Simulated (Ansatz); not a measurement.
`[OH][GeH]([Cl])[GeH3]` + H–F → `[F][GeH]([Cl])[GeH3]` + H₂O at 400 K and 1 bar (ligand exchange at a Ge–O bond).

Isolated molecules relaxed with PBE0-D4/def2-TZVP in Ansatz; ΔE leaves out vibrations. CCSD(T)/CBS adds triple-zeta CCSD(T) − MP2 to the extrapolated MP2 energy (def2 sets, frozen cores). This one scheme is used for every species. For Ge outer-core shells are correlated without core-valence functions, which leaves a few kJ/mol of doubt a bond. Scalar relativity is left out up to krypton. One conformer a species, not always the lowest.

```
                species  CCSD(T)/CBS energy (Eh)  H − E (kJ/mol)  S (J/(mol·K))
`[OH][GeH]([Cl])[GeH3]`              -4690.25241           158.7          417.7
                    H–F               -100.39570            36.5          182.2
 `[F][GeH]([Cl])[GeH3]`              -4714.27861           126.0          406.8
                    H₂O                -76.37941            69.8          198.6
```

H − E and S are ideal-gas, rigid-rotor, harmonic terms from PBE0-D4/def2-TZVP, for one conformer and one mirror image of each species. 1 Eh = 2625.50 kJ/mol, R = 8.31446 J/(mol·K).

Question: By hand: ΔE, ΔH, ΔS and ΔG.

Answer: ΔE = (-4714.27861) + (-76.37941) − (-4690.25241) − (-100.39570) = -0.00991 Eh = -26.0 kJ/mol. Δ(H − E) = 126.0 + 69.8 − 158.7 − 36.5 = 0.6, so ΔH = -25.4 kJ/mol. ΔS = 406.8 + 198.6 − 417.7 − 182.2 = 5.5 J/(mol·K). ΔG = -25.4 − 400 × (5.5)/1000 = -27.6 kJ/mol.

Question: By hand: the equilibrium constant, and the temperature at which ΔG would vanish if ΔH and ΔS stayed fixed.

Answer: log₁₀ K = −ΔG/(RT ln 10) = 3.6. ΔH and −TΔS have one sign here, so there is no such temperature. One of them is within its doubt of zero, so this could turn.

The number of gas molecules stays the same, so ΔS is small and ΔH decides. A doubt of 5 kJ/mol in ΔE shifts log₁₀ K by 0.7 here. Other conformers and mirror images would add mixing entropy, several J/(mol·K) or more a flexible species. These are equilibria of isolated gas molecules and say nothing of rates. Largest T1 diagnostic: 0.012 (customary marks: 0.02 for closed shells, 0.045 for open ones).
